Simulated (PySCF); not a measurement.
Isomers of C6H10OS2Si, mass 189.994 u with the commonest isotopes. Method used: PBE0/pcSseg-1 in PySCF (dipole) on a GFN2-xTB geometry, gas phase. One conformer each, none proved a minimum here; rigid rotors.

Task: Order these by dipole moment, smallest first.
A. `[CH3:1][C:2](=[S:3])/[CH:4]=[CH:5]\[Si@H:6]1[O:7][CH2:8][CH2:9][S:10]1` with C1–C2–C4–C5 175°, C4–C5–Si6–O7 93°, C5–Si6–O7–C8 113°, Si6–O7–C8–C9 -35°, O7–C8–C9–S10 48°, C8–C9–S10–Si6 -35°
B. `[CH3:1][S:2][SiH2:3][S:4][CH2:5][c:6]1[cH:7][cH:8][cH:9][o:10]1` with C1–S2–Si3–S4 42°, S2–Si3–S4–C5 162°, Si3–S4–C5–C6 52°, S4–C5–C6–C7 90°
C. `[CH2:1]=[C:2]([SiH2:3][O:4][C:5]([CH3:6])=[S:7])[C:8]([CH3:9])=[S:10]` with C1–C2–Si3–O4 141°, C2–Si3–O4–C5 -40°, Si3–O4–C5–C6 176°, C1–C2–C8–C9 -32°

Result: C (1.42 D), B (2.66 D), A (3.95 D).

Task: Order these by radius of gyration √(Σ m r²/M), largest first.
A. `[CH3:1][S:2][SiH2:3][S:4][CH2:5][c:6]1[cH:7][cH:8][cH:9][o:10]1` with C1–S2–Si3–S4 42°, S2–Si3–S4–C5 162°, Si3–S4–C5–C6 52°, S4–C5–C6–C7 90°
B. `[CH3:1][C:2](=[S:3])/[CH:4]=[CH:5]\[Si@H:6]1[O:7][CH2:8][CH2:9][S:10]1` with C1–C2–C4–C5 175°, C4–C5–Si6–O7 93°, C5–Si6–O7–C8 113°, Si6–O7–C8–C9 -35°, O7–C8–C9–S10 48°, C8–C9–S10–Si6 -35°
C. `[CH2:1]=[C:2]([SiH2:3][O:4][C:5]([CH3:6])=[S:7])[C:8]([CH3:9])=[S:10]` with C1–C2–Si3–O4 141°, C2–Si3–O4–C5 -40°, Si3–O4–C5–C6 176°, C1–C2–C8–C9 -32°

Result: A (2.633 Å), B (2.483 Å), C (2.280 Å).

Task: Order these by rotational constant C, smallest first.
A. `[CH3:1][S:2][SiH2:3][S:4][CH2:5][c:6]1[cH:7][cH:8][cH:9][o:10]1` with C1–S2–Si3–S4 42°, S2–Si3–S4–C5 162°, Si3–S4–C5–C6 52°, S4–C5–C6–C7 90°
B. `[CH3:1][C:2](=[S:3])/[CH:4]=[CH:5]\[Si@H:6]1[O:7][CH2:8][CH2:9][S:10]1` with C1–C2–C4–C5 175°, C4–C5–Si6–O7 93°, C5–Si6–O7–C8 113°, Si6–O7–C8–C9 -35°, O7–C8–C9–S10 48°, C8–C9–S10–Si6 -35°
C. `[CH2:1]=[C:2]([SiH2:3][O:4][C:5]([CH3:6])=[S:7])[C:8]([CH3:9])=[S:10]` with C1–C2–Si3–O4 141°, C2–Si3–O4–C5 -40°, Si3–O4–C5–C6 176°, C1–C2–C8–C9 -32°

Result: A (409.0 MHz), B (453.2 MHz), C (659.7 MHz).

```tsv
SMILES	point group	Ia (u·Å²)	Ib (u·Å²)	Ic (u·Å²)	κ	μa (D)	μb (D)	μc (D)
C=C([SiH2]OC(C)=S)C(C)=S	C1	463.83	745.98	766.11	-0.92	0.71	1.23	0.01
CC(=S)/C=C\[Si@H]1OCCS1	C1	243.51	984.94	1115.02	-0.93	3.22	0.77	2.14
CS[SiH2]SCc1ccco1	C1	286.07	1111.57	1235.70	-0.93	2.42	0.25	1.06
```
